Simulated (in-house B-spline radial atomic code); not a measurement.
**Ionising Pt3+ with different functionals**

Computed with a B-spline radial code for spherical atoms: scalar-relativistic (spin-free X2C) Hamiltonian, Fermi nucleus of rms radius 5.427 fm, spin-polarised at highest spin, spherical fractional occupations for the functionals, the average over the highest-spin determinants for Hartree-Fock. The ionisation energy is the difference of two self-consistent energies, [Xe] 4f14 5d7 → [Xe] 4f14 5d6, without Breit or QED terms; ε is the level of the shell that loses the electron (its least bound occupied spin orbital). There is no spin-orbit coupling in this Hamiltonian.

Hybrids are left out here: with spherical fractional occupations of an open shell their exact exchange keeps a self-interaction that integer-occupation calculations don't have.

```json
{"method": "Hartree-Fock", "rung": "Hartree-Fock", "ΔSCF (eV)": "42.10", "-ε(5d) (eV)": "43.21"}
{"method": "LDA VWN5", "rung": "LDA", "ΔSCF (eV)": "44.54", "-ε(5d) (eV)": "37.92"}
{"method": "LDA PW92", "rung": "LDA", "ΔSCF (eV)": "44.54", "-ε(5d) (eV)": "37.92"}
{"method": "LDA exchange-only", "rung": "LDA", "ΔSCF (eV)": "42.59", "-ε(5d) (eV)": "36.08"}
{"method": "PBE", "rung": "GGA", "ΔSCF (eV)": "44.03", "-ε(5d) (eV)": "37.45"}
{"method": "PBEsol", "rung": "GGA", "ΔSCF (eV)": "44.08", "-ε(5d) (eV)": "37.50"}
{"method": "BLYP", "rung": "GGA", "ΔSCF (eV)": "44.04", "-ε(5d) (eV)": "37.43"}
{"method": "RPBE", "rung": "GGA", "ΔSCF (eV)": "43.90", "-ε(5d) (eV)": "37.33"}
{"method": "PW91", "rung": "GGA", "ΔSCF (eV)": "44.14", "-ε(5d) (eV)": "37.55"}
{"method": "BP86", "rung": "GGA", "ΔSCF (eV)": "44.20", "-ε(5d) (eV)": "37.61"}
{"method": "AM05", "rung": "GGA", "ΔSCF (eV)": "44.12", "-ε(5d) (eV)": "37.53"}
{"method": "OLYP", "rung": "GGA", "ΔSCF (eV)": "44.00", "-ε(5d) (eV)": "37.40"}
{"method": "TPSS", "rung": "meta-GGA", "ΔSCF (eV)": "43.87", "-ε(5d) (eV)": "37.30"}
{"method": "SCAN", "rung": "meta-GGA", "ΔSCF (eV)": "43.76", "-ε(5d) (eV)": "37.27"}
{"method": "r2SCAN", "rung": "meta-GGA", "ΔSCF (eV)": "43.73", "-ε(5d) (eV)": "37.25"}
{"method": "revTPSS", "rung": "meta-GGA", "ΔSCF (eV)": "43.84", "-ε(5d) (eV)": "37.28"}
```

Task: How do they compare with the NIST value?

Result: NIST lists 43 eV ± 1.7 (tabulated theory, ground level to ground level). Errors run from -0.90 to +1.54 eV; all lie within about twice that uncertainty, so the table can't rank the methods. Hartree-Fock also lacks correlation.
